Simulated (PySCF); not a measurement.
silanone cation (H2OSi), SMILES O=[SiH2] (connectivity only; charge and spin as stated), charge +1, multiplicity 2. Coordinates come from a PBE-D3(BJ)/def2-TZVP optimisation. The spin state was assumed, not searched.

Level of theory: PBE-D3(BJ)/def2-TZVP run with PySCF 2.14.0.

Harmonic wavenumbers (cm⁻¹): 403, 604, 766, 940, 2115, 2181. Rotational constants (GHz): 137.8, 17.31, 15.38; symmetry number 2.

**Question.** Work out the zero-point energy and the ideal-gas rigid-rotor harmonic-oscillator thermochemistry at 298.15 K and 1 atm.

**Answer.** ZPE = ½ Σ hcν = ½ × 7008 cm⁻¹ = 10.02 kcal/mol. H − E(el) = 12.76 kcal/mol. Entropy in cal/(mol K): translation 37.41, rotation 18.33, vibration 1.75, spin 1.38, total 58.87. G − E(el) = -4.79 kcal/mol. Cp = 11.61 cal/(mol K).
